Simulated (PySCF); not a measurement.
$^{17}$O chemical shifts

[PySCF 2.14.0 with density-fitted response routines: GFN2-xTB geometry; NMR shieldings at PBE0/pcSseg-1/GIAO; gas phase; a single conformation; equivalent nuclei averaged; no relativistic terms]

Shieldings were converted by a linear fit to measured shifts: $^{17}$O (scatter 10.7 ppm rms, 12.2 ppm with the 3 outliers that the fit left out vs liquid water, solution or neat liquid). Occasional misses reach two or three times the rms, and more in compound classes unlike the fitted ones.

Task: Give the $^{17}$O shifts of `O=CNC/C=C/CO`, `C#C/C=N\[SiH2]OC`.

Result: 
| compound | environment | δ (ppm) |
| --- | --- | --- |
| [O:1]=[CH:2][NH:3][CH2:4]/[CH:5]=[CH:6]/[CH2:7][OH:8] | O1: amide-type carbonyl oxygen | 335.2 |
| [O:1]=[CH:2][NH:3][CH2:4]/[CH:5]=[CH:6]/[CH2:7][OH:8] | O8: alcohol oxygen | -14.2 |
| C#C/C=N\[SiH2]OC | oxygen bonded to C, Si | -26.6 |

Task: Match the shifts 726.0, 412.4, -26.0 ppm to `C=C([SiH3])/C=N/C=O`, `CC#CCC(=O)[SiH2]CCl`, `C#C/C=N/[SiH2]OC`.

Result: 726.0: CC#CCC(=O)[SiH2]CCl (carbonyl oxygen); 412.4: C=C([SiH3])/C=N/C=O (amide-type carbonyl oxygen); -26.0: C#C/C=N/[SiH2]OC (oxygen bonded to C, Si).

In solution the two oxygens of a carboxylic acid give one averaged line by proton exchange, and hydrogen bonding shields acid and N–H amide carbonyl oxygens by tens of ppm; neither is in these numbers.
